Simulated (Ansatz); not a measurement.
Z-matrix (Å, degrees):
```
C
H 1 1.0860
C 1 1.5075 2 116.12
H 3 1.0925 1 112.12 2 180.00
H 3 1.0946 4 107.14 1 -122.71
H 3 1.0946 4 107.14 5 -114.58
Si 1 1.6983 2 119.04 3 180.00
O 7 1.6413 1 127.24 2 0.00
H 8 0.9614 7 118.36 1 -0.01
H 7 1.4673 8 107.56 9 179.99
```
Charge 0, multiplicity 1.

Method: Ansatz (a quantum-chemistry and plane-wave program) with frozen-core CCSD(T)/cc-pVTZ // B3LYP-D3(BJ)/def2-TZVP.

| Property | Result |
|---|---|
| HF energy | -443.07801 Ha |
| MP2 correlation energy | -0.70504 Ha |

Question: Estimate the CCSD correlation energy, the (T) correction, the total energy and the T1 diagnostic.

Answer: 
* **CCSD correlation energy**: -0.73833 Ha
* **(T) correction**: -0.03042 Ha
* **CCSD(T) total energy**: -443.84675 Ha
* **T1 diagnostic**: 0.012
